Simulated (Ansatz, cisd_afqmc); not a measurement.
System: SnH$_{4}$, charge 0, singlet. SnH4 (SMILES [SnH4]).
B3LYP-D3(BJ)/def2-TZVP minimum from Ansatz (a first-principles code):
```xyz
5

Sn     0.0000     0.0000     0.0000
H     -1.1293     1.1610    -0.5438
H      0.2699    -1.1525    -1.2320
H     -0.6131    -0.7839     1.3888
H      1.4724     0.7754     0.3870
```
Charge 0, spin multiplicity 1.

Total energies in def2-SVP, 8 correlated electrons, 9 frozen orbitals. Open shells are spin-unrestricted; no spin-orbit coupling. Correlated methods leave the cores frozen (noble-gas shells, and filled d and f shells in the p block). Past Kr the def2 sets carry scalar-relativistic core potentials. The Monte Carlo rows (phaseless AFQMC, CISD trial, step 0.005/hartree) carry one-sigma bars that omit the constraint's bias. Outlying blocks are dropped, and bars are widened where a walk drifts. Over all cases where full CI ran beside it in this data, AFQMC minus full CI had a median of +0.1 mEh and passed +0.4 mEh in a tenth of the cases. Spin-orbit terms, left out, reach several kcal/mol for Br and I, and more for heavier atoms.

The bar of a AFQMC/CISD walk is widened from 0.07 to 0.09 mEh, since its error had not levelled off in the blocking analysis.

```json
[
 {"method": "HF", "program": "Ansatz", "energy (Eh)": "-215.63315", "minus CCSDTQ (mEh)": "133.53"},
 {"method": "MP2", "program": "Ansatz", "energy (Eh)": "-215.73492", "minus CCSDTQ (mEh)": "31.77"},
 {"method": "CCSD", "program": "Ansatz", "energy (Eh)": "-215.76395", "minus CCSDTQ (mEh)": "2.74"},
 {"method": "CCSD(T)", "program": "Ansatz", "energy (Eh)": "-215.76604", "minus CCSDTQ (mEh)": "0.64"},
 {"method": "CCSDT(Q)", "program": "Ansatz", "energy (Eh)": "-215.76667", "minus CCSDTQ (mEh)": "0.02"},
 {"method": "CCSDTQ", "program": "Ansatz", "energy (Eh)": "-215.76669", "minus CCSDTQ (mEh)": "0.00"},
 {"method": "AFQMC/CISD", "program": "cisd_afqmc", "energy (Eh)": "-215.7666 ± 0.0001", "minus CCSDTQ (mEh)": "0.1 ± 0.1"}
]
```

Rough core times of Ansatz's runs on a shared machine: CCSD(T) under 20 s, CCSDT(Q) under 20 s, CCSDTQ 2 min.
